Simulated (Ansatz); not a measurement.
`[NH2][K]` + HCl → `[Cl][K]` + NH₃ at 500 K and 1 bar (ligand exchange at a K–N bond).

Computed with Ansatz on PBE0-D4/def2-TZVP structures; ΔE is electronic, products minus reactants. CBS: MP2 limit from def2 TZ/QZ plus the TZ coupled-cluster correction, frozen cores. This one scheme is used for every species. For K outer-core shells are correlated without core-valence functions, which leaves a few kJ/mol of doubt a bond. Scalar relativity is left out up to krypton.

| species | CCSD(T)/CBS energy (Eh) | H − E (kJ/mol) | S (J/(mol·K)) |
| --- | --- | --- | --- |
| `[NH2][K]` | -655.33366 | 81.3 | 283.8 |
| HCl | -460.38127 | 32.5 | 201.9 |
| `[Cl][K]` | -1059.29673 | 18.9 | 258.0 |
| NH₃ | -56.50880 | 108.2 | 211.8 |

H − E and S are ideal-gas, rigid-rotor, harmonic terms from PBE0-D4/def2-TZVP. 1 Eh = 2625.50 kJ/mol, R = 8.31446 J/(mol·K).

Q: By hand: ΔE, ΔH, ΔS and ΔG.

A: ΔE = (-1059.29673) + (-56.50880) − (-655.33366) − (-460.38127) = -0.09060 Eh = -237.9 kJ/mol. Δ(H − E) = 18.9 + 108.2 − 81.3 − 32.5 = 13.3, so ΔH = -224.6 kJ/mol. ΔS = 258.0 + 211.8 − 283.8 − 201.9 = -15.9 J/(mol·K). ΔG = -224.6 − 500 × (-15.9)/1000 = -216.7 kJ/mol.

Q: By hand: the equilibrium constant, and the temperature at which ΔG would vanish if ΔH and ΔS stayed fixed.

A: log₁₀ K = −ΔG/(RT ln 10) = 22.6. ΔG = 0 at ΔH/ΔS = 14126 K, far beyond where these terms or the molecules hold.

ΔH outweighs TΔS. A doubt of 5 kJ/mol in ΔE shifts log₁₀ K by 0.5 here. These are equilibria of isolated gas molecules and say nothing of rates. Largest T1 diagnostic: 0.010 (customary marks: 0.02 for closed shells, 0.045 for open ones).
